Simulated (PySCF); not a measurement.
**Excitation energy of Si²⁺ by level of theory**

Si²⁺ [Ne] 3s2 (1S) → Si²⁺ [Ne] 3p2 (3P), as a difference of total energies. Calculation: PySCF 2.14, in aug-cc-pwCVTZ; no relativity, point nucleus. Correlated levels: valence: [Ne] frozen. The calculations carry no spin-orbit coupling.

| method | excitation energy (eV) |
| --- | --- |
| UHF | 14.953 |
| MP2 (valence) | 15.647 |
| SCS-MP2 (valence) | 15.947 |
| CCSD (valence) | 15.895 |

Problem. How much does correlation contribute at MP2 (valence)?

Solution. 15.647 − (14.953) = 0.694 eV, measured against UHF.

A first-order spin-orbit estimate (lowest level to lowest level, LS coupling) adds -0.026 eV.

With two correlated electrons CCSD is exact in that space.
